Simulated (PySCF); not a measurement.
Computed IR spectrum (relative IR intensity) of a molecule C₄H₁₀OSi. Geometry: PBE-D3(BJ)/def2-SVP. Other conformers were not sampled. Method: PBE-D3(BJ)/def2-SVP run with PySCF. Frequencies are harmonic and unscaled.

Lines under 2 % of the strongest are left out, and lines within 2 cm⁻¹ are merged.

ν (cm⁻¹): 201 (w), 212 (w), 255 (m), 280 (w), 323 (w), 379 (w), 551 (w), 601 (m), 710 (w), 764 (vw), 802 (s), 832 (m), 846 (m), 876 (vs), 882 (m), 899 (s), 923 (s), 936 (w), 996 (w), 1225 (vw), 1272 (w), 1385 (vw), 1420 (w), 2118 (vs), 2186 (s), 2953 (m), 3038 (w), 3043 (m), 3047 (w), 3140 (w), 3760 (m) (against the strongest line: vs over 80 %, s over 45 %, m over 15 %, w over 4 %, vw less)

**Question.** Pick the molecule that these values belong to.
A) C=CCCO[SiH3]
B) CC1([SiH2]O)CC1
C) C[C@H]1C[Si@H](O)C1
D) CC(C)=CO[SiH3]

**Answer.** B, CC1([SiH2]O)CC1
